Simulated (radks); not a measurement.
Values are calculated unless marked as measured or tabulated.
Question: All-electron atom: the zirconium ion Zr9+ in [Ar] 3d10 4s2 4d1 (not the ground configuration). Level of theory: Dirac Kohn-Sham, SOGGA, spin-unpolarised, spherical densities, point nucleus; open shells fill j = l - 1/2 first (a radial shooting solver on a logarithmic mesh with Libxc functionals).

Spin-orbit splittings of the eigenvalues, e(l+1/2) - e(l-1/2), with zeta = 2 splitting/(2l+1) and mean radii in bohr:

shell  occ.  splitting (eV)  zeta (eV)  <r> j=l-1/2  <r> j=l+1/2
2p        6           85.90      57.27       0.1386       0.1430
3p        6           13.83      9.221       0.4523       0.4625
3d       10           2.555      1.022       0.4442       0.4475
4p        0           2.657      1.772        1.150        1.168
4d        1               ?          ?        1.312        1.317
4f        0         0.02850   0.008143        1.556        1.557
5d        0          0.1713    0.06854        2.497        2.503

Estimate the 4d splitting.

Answer: 0.4303 eV (zeta = 0.1721 eV).
